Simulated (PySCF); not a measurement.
Two-component Hartree-Fock for W³⁺ (tungsten, charge +3)

Start: [Xe] 4f14 5d2 6s1; 5d5/2 filled at m_j = +3/2, +5/2; 6s1/2 filled at m_j = +1/2. Calculated with PySCF 2.14 in x2c-TZVPall-2c with one added diffuse shell each of s, p, d type (12s12p11d2f, 117 functions): generalised Hartree-Fock with the X2C-1e Hamiltonian and a Gaussian nucleus; spin-orbit coupling (SO) screened by Boettger's factors. This is a chosen level, not necessarily the ground level.

```tsv
spinor shell	electrons	ε, screened SO (eV)	weight of nominal j (screened SO)	rms radius, screened SO (bohr)
1s1/2	2	-69912.9	1.000	0.0208
2s1/2	2	-12233.6	1.000	0.0838
2p1/2	2	-11679.0	1.000	0.0713
2p3/2	4	-10320.7	1.000	0.0787
3s1/2	2	-2904.9	1.000	0.214
3p1/2	2	-2658.3	1.000	0.206
3p3/2	4	-2359.6	1.000	0.221
3d3/2	4	-1949.1	1.000	0.195
3d5/2	6	-1884.7	1.000	0.199
4s1/2	2	-658.06	1.000	0.478
4p1/2	2	-554.42	1.000	0.487
4p3/2	4	-484.53	1.000	0.519
4d3/2	4	-313.81	1.000	0.544
4d5/2	6	-300.69	1.000	0.556
5s1/2	2	-126.62	1.000	1.14
5p1/2	2	-91.964	0.984	1.25
5p3/2	4	-81.786	0.976	1.33
4f5/2	6	-84.497	0.981	0.671
4f7/2	8	-82.364	0.990	0.668
5d5/2	2	-40.615	0.822	1.84
6s1/2	1	-32.771	0.999	2.89
```

```json
{"quantity": "E (hartree)", "screened SO": "-16147.70203"}
{"quantity": "M_J", "screened SO": "9/2"}
{"quantity": "⟨J²⟩", "screened SO": "24.761"}
{"quantity": "⟨L²⟩", "screened SO": "12.379"}
{"quantity": "⟨S²⟩", "screened SO": "3.784"}
```

Each row is a mean over spinors that exchange with the open shell spreads, by up to 6.293 eV (5p3/2).

Rows whose weight is well below 1 are mixtures of j = l ± 1/2: exchange outweighs spin-orbit coupling there, and the label is only the starting occupation.

Breit and QED terms are absent; they matter most for the inner s and p1/2 levels.

Densities and radii are taken from the X2C orbitals without a picture-change correction, which distorts them close to the nucleus.
